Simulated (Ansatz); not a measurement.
Reaction (redistribution): `[NH2][GaH][CH2]F` + `[OH][Ti]([F])([F])[SH]` → `F[CH2][GaH][SH]` + `[NH2][Ti]([OH])([F])[F]`

Computed with Ansatz on PBE0-D4/def2-TZVP structures; ΔE is electronic, products minus reactants. CCSD(T)/CBS is the MP2 limit (def2-TZVPP, def2-QZVPP) plus CCSD(T) − MP2 in def2-TZVPP, frozen cores. DFT in def2-TZVPP. For Ga, Ti outer-core shells are correlated without core-valence functions, which leaves a few kJ/mol of doubt a bond. Scalar relativity is left out up to krypton. Each species was taken in one conformer, which may not be the lowest.

`[NH2][GaH][CH2]F`:

Z-matrix (Å, degrees):
```
C
Ga 1 1.989
F 1 1.393 2 111.3
H 1 1.096 2 111.3 3 -120.3
H 1 1.096 2 111.3 3 120.3
N 2 1.816 1 116.3 3 180.0
H 2 1.559 1 126.0 3 -0.1
H 6 1.006 2 125.0 1 -0.0
H 6 1.006 2 123.4 1 179.9
```

`[OH][Ti]([F])([F])[SH]`:

Cartesian coordinates in Å:
```
O -1.115 1.183 -0.580
Ti -0.071 -0.204 -0.299
F -0.916 -1.717 -0.573
F 1.366 -0.175 -1.300
S 0.540 -0.025 1.896
H -1.112 2.068 -0.948
H 1.308 -1.129 1.803
```

`F[CH2][GaH][SH]`:

Z-matrix (Å, degrees):
```
C
Ga 1 1.990
F 1 1.391 2 110.8
H 1 1.095 2 111.2 3 -120.2
H 1 1.095 2 111.2 3 120.2
S 2 2.191 1 115.4 3 0.0
H 2 1.560 1 125.8 3 -179.9
H 6 1.345 2 92.6 1 -0.0
```

`[NH2][Ti]([OH])([F])[F]`:

```xyz
8

N    -0.997   -0.313    0.939
Ti    0.516   -0.179   -0.138
O     0.315    1.290   -1.108
F     1.961   -0.134    0.879
F     0.671   -1.622   -1.143
H    -1.140   -1.027    1.640
H    -1.774    0.331    0.914
H     0.448    1.653   -1.983
```

CCSD(T)/CBS gives -0.33 eV.

Question: Another level gave -0.33 eV. Which?
A. ωB97M-V/def2-TZVPP
B. HF/def2-TZVPP
C. MP2/def2-TZVPP
D. PBE-D4/def2-TZVPP

Answer: D. PBE-D4 -0.33, ωB97M-V -0.37, MP2/def2-TZVPP -0.29, HF/def2-TZVPP -0.45 eV.

Largest T1 diagnostic among the species: 0.024, so the coupled-cluster value is less sure than usual.

From PBE to PBE0 (25 % exact exchange), in def2-TZVPP and without D4, ΔE moves by −0.04 eV. In def2-TZVPP, CCSD(T) changes the Hartree–Fock value by +0.13 eV (the triples alone add +0.05 eV) and MP2 by +0.16 eV.
